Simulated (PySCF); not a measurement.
Species: CH₃NSeSi.
Numbering: `[N:1]#[C:2][SiH2:3][SeH:4]` (hydrogens: H5, H6 on Si3; H7 on Se4)

Computed with PySCF 2.14.0, PBE0-D3(BJ)/def2-SVP geometry optimisation, gas phase.

**Question.** Give the optimised bond lengths and angles.

**Answer.** 
| bond | length (pm) | order |
| --- | --- | --- |
| N1≡C2 | 116.0 | triple |
| C2–Si3 | 185.9 | single |
| Si3–Se4 | 226.7 | single |
| Si3–H5, Si3–H6 | 148.6 | single |
| Se4–H7 | 147.2 | single |

Bonds in one row agree within 1 pm and their mean is given. Orders are formal, as drawn. A selection of angles:
| angle | degrees |
| --- | --- |
| N1–C2–Si3 | 178.2 |
| C2–Si3–Se4 | 110.6 |
| C2–Si3–H5 | 107.7 |
| C2–Si3–H6 | 106.5 |
| Se4–Si3–H5 | 106.5 |
| Se4–Si3–H6 | 113.2 |
| H5–Si3–H6 | 112.2 |
| Si3–Se4–H7 | 92.7 |

Torsions: H7–Se4–Si3–C2 67° (synclinal). The mirror-image conformer, all signs reversed, is as good.

Si3 (SiH2 silicon) is distorted tetrahedral (angles from 106.5° to 113.2°). The 4 heavy atoms lie in one plane (0.004 Å rms).

No PBE0-D3(BJ)/def2-SVP frequencies stand behind this structure, so it isn't proved a minimum. One conformer, not necessarily the lowest (C2–Si3–Se4–H 67°).

The run took 30 s of wall time on Arm Neoverse V1, one thread (shared host), and the process peaked at 0.38 GiB of memory. That covers the optimisation of the geometry.
